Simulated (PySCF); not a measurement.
## Two-component Hartree-Fock for W+ (tungsten, charge +1)

Start: [Xe] 4f14 5d4 6s1; 5d5/2 filled at m_j = -1/2, +1/2, +3/2, +5/2; 6s1/2 filled at m_j = +1/2. Calculated with PySCF 2.14 in x2c-SVPall-2c with one added diffuse shell each of s, d type (8s9p10d2f, 99 functions): generalised Hartree-Fock with the X2C-1e Hamiltonian and a Gaussian nucleus; one run each with spin-orbit coupling (SO) switched off, then screened by Boettger's factors. This is a chosen level, not necessarily the ground level.

```json
{"spinor shell": "1s1/2", "electrons": "2", "ε, spin-free (eV)": "-69904.2", "ε, screened SO (eV)": "-69883.0", "weight of nominal j (screened SO)": "1.000", "rms radius, screened SO (bohr)": "0.0208"}
{"spinor shell": "2s1/2", "electrons": "2", "ε, spin-free (eV)": "-12213.7", "ε, screened SO (eV)": "-12207.1", "weight of nominal j (screened SO)": "1.000", "rms radius, screened SO (bohr)": "0.0838"}
{"spinor shell": "2p1/2", "electrons": "2", "ε, spin-free (eV)": "-10686.7", "ε, screened SO (eV)": "-11653.6", "weight of nominal j (screened SO)": "1.000", "rms radius, screened SO (bohr)": "0.0713"}
{"spinor shell": "2p3/2", "electrons": "4", "ε, spin-free (eV)": "-10686.7", "ε, screened SO (eV)": "-10294.4", "weight of nominal j (screened SO)": "1.000", "rms radius, screened SO (bohr)": "0.0787"}
{"spinor shell": "3s1/2", "electrons": "2", "ε, spin-free (eV)": "-2881.3", "ε, screened SO (eV)": "-2879.2", "weight of nominal j (screened SO)": "1.000", "rms radius, screened SO (bohr)": "0.214"}
{"spinor shell": "3p1/2", "electrons": "2", "ε, spin-free (eV)": "-2421.3", "ε, screened SO (eV)": "-2632.8", "weight of nominal j (screened SO)": "1.000", "rms radius, screened SO (bohr)": "0.206"}
{"spinor shell": "3p3/2", "electrons": "4", "ε, spin-free (eV)": "-2421.3", "ε, screened SO (eV)": "-2333.9", "weight of nominal j (screened SO)": "1.000", "rms radius, screened SO (bohr)": "0.221"}
{"spinor shell": "3d3/2", "electrons": "4", "ε, spin-free (eV)": "-1885.9", "ε, screened SO (eV)": "-1923.4", "weight of nominal j (screened SO)": "1.000", "rms radius, screened SO (bohr)": "0.195"}
{"spinor shell": "3d5/2", "electrons": "6", "ε, spin-free (eV)": "-1885.9", "ε, screened SO (eV)": "-1859.0", "weight of nominal j (screened SO)": "1.000", "rms radius, screened SO (bohr)": "0.199"}
{"spinor shell": "4s1/2", "electrons": "2", "ε, spin-free (eV)": "-633.07", "ε, screened SO (eV)": "-632.45", "weight of nominal j (screened SO)": "1.000", "rms radius, screened SO (bohr)": "0.478"}
{"spinor shell": "4p1/2", "electrons": "2", "ε, spin-free (eV)": "-479.39", "ε, screened SO (eV)": "-528.86", "weight of nominal j (screened SO)": "1.000", "rms radius, screened SO (bohr)": "0.487"}
{"spinor shell": "4p3/2", "electrons": "4", "ε, spin-free (eV)": "-479.39", "ε, screened SO (eV)": "-458.90", "weight of nominal j (screened SO)": "1.000", "rms radius, screened SO (bohr)": "0.519"}
{"spinor shell": "4d3/2", "electrons": "4", "ε, spin-free (eV)": "-280.68", "ε, screened SO (eV)": "-288.35", "weight of nominal j (screened SO)": "0.999", "rms radius, screened SO (bohr)": "0.544"}
{"spinor shell": "4d5/2", "electrons": "6", "ε, spin-free (eV)": "-280.68", "ε, screened SO (eV)": "-275.12", "weight of nominal j (screened SO)": "1.000", "rms radius, screened SO (bohr)": "0.556"}
{"spinor shell": "5s1/2", "electrons": "2", "ε, spin-free (eV)": "-101.48", "ε, screened SO (eV)": "-101.43", "weight of nominal j (screened SO)": "1.000", "rms radius, screened SO (bohr)": "1.15"}
{"spinor shell": "5p1/2", "electrons": "2", "ε, spin-free (eV)": "-60.443", "ε, screened SO (eV)": "-68.030", "weight of nominal j (screened SO)": "0.936", "rms radius, screened SO (bohr)": "1.32"}
{"spinor shell": "5p3/2", "electrons": "4", "ε, spin-free (eV)": "-60.443", "ε, screened SO (eV)": "-57.154", "weight of nominal j (screened SO)": "0.950", "rms radius, screened SO (bohr)": "1.35"}
{"spinor shell": "4f5/2", "electrons": "6", "ε, spin-free (eV)": "-57.781", "ε, screened SO (eV)": "-58.843", "weight of nominal j (screened SO)": "0.985", "rms radius, screened SO (bohr)": "0.670"}
{"spinor shell": "4f7/2", "electrons": "8", "ε, spin-free (eV)": "-57.781", "ε, screened SO (eV)": "-56.614", "weight of nominal j (screened SO)": "0.981", "rms radius, screened SO (bohr)": "0.678"}
{"spinor shell": "5d5/2", "electrons": "4", "ε, spin-free (eV)": "-17.861", "ε, screened SO (eV)": "-17.792", "weight of nominal j (screened SO)": "0.596", "rms radius, screened SO (bohr)": "2.10"}
{"spinor shell": "6s1/2", "electrons": "1", "ε, spin-free (eV)": "-15.385", "ε, screened SO (eV)": "-15.369", "weight of nominal j (screened SO)": "0.998", "rms radius, screened SO (bohr)": "3.21"}
```

```json
{"quantity": "E (hartree)", "spin-free": "-16129.59190", "screened SO": "-16148.48574"}
{"quantity": "M_J", "spin-free": "9/2", "screened SO": "9/2"}
{"quantity": "⟨J²⟩", "spin-free": "24.756", "screened SO": "24.779"}
{"quantity": "⟨L²⟩", "spin-free": "6.003", "screened SO": "6.555"}
{"quantity": "⟨S²⟩", "spin-free": "8.753", "screened SO": "8.509"}
```

Each row is a mean over spinors that exchange with the open shell spreads, by up to 6.819 eV (5p3/2).

Rows whose weight is well below 1 are mixtures of j = l ± 1/2: exchange outweighs spin-orbit coupling there, and the label is only the starting occupation.

Breit and QED terms are absent; they matter most for the inner s and p1/2 levels.

Densities and radii are taken from the X2C orbitals without a picture-change correction, which distorts them close to the nucleus.

Without spin-orbit coupling the j labels of p, d and f shells carry no meaning; the spin-free column gives the mean over the occupied spinors of each nl shell.
